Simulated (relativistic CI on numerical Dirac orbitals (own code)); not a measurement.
Radial Dirac CI calculation of Yb IV: levels, rates and radial parameters.

Command:

```sh
python run_levels.py task.json out
```

Input:

```
atom Yb  Z=70  charge=3  electrons=67
nucleus A=174  rms_radius_fm=5.3108
hamiltonian dirac-coulomb  breit=on  qed=on  c_scale=1
orbitals kli  potential=per-configuration
slater_scale 0.85
correlation p86
mixing on
configurations
  [Xe] 4f13
  [Xe] 4f12 5d
  [Xe] 4f11 5d2
  [Xe] 4f12 6s
  [Kr] 4d10 4f13 5s2 5p5 5d
  [Xe] 4f12 6p
  [Kr] 4d10 4f14 5s2 5p5
  [Xe] 4f12 5f
  [Xe] 4f12 6d
  [Xe] 4f12 7s
  [Kr] 4d10 4f13 5s2 5p4 5d2
  [Kr] 4d10 4f13 5s2 5p5 5f
  [Xe] 4f11 5d 6s
  [Xe] 4f11 5f2
  [Xe] 4f12 7p
  [Kr] 4d10 4f13 5s2 5p5 5g
  [Xe] 4f12 5g
  [Kr] 4d10 4f13 5s2 5p5 6s
  [Xe] 4f11 5d 5f
  [Xe] 4f11 6s2
  [Xe] 4f12 7d
  [Xe] 4f12 8s
  [Xe] 4f12 6f
  [Xe] 4f11 5d 6p
  [Xe] 4f12 8p
  [Kr] 4d10 4f13 5s2 5p5 6p
  [Kr] 4d10 4f14 5s2 5p4 5d
  [Kr] 4d10 4f14 5s2 5p4 6p
  [Kr] 4d10 4f13 5s2 5p5 6d
  [Kr] 4d10 4f13 5s2 5p4 5d 6s
  [Kr] 4d10 4f13 5s2 5p5 7s
  [Kr] 4d10 4f13 5s2 5p4 6s2
  [Kr] 4d10 4f12 5s2 5p5 6s2
  [Kr] 4d10 4f13 5s2 5p5 7p
  [Kr] 4d10 4f14 5s2 5p4 5f
end
```

Hardware: one thread of Intel Xeon Platinum 8375C, on a shared host. Rates were computed among at most 60 levels.

How large is the problem, and how long does it take?

15926 determinants at the lowest M give 15926 levels; 377 SCF iterations in all; about 53 s of CPU and 0.9 GiB at the peak.
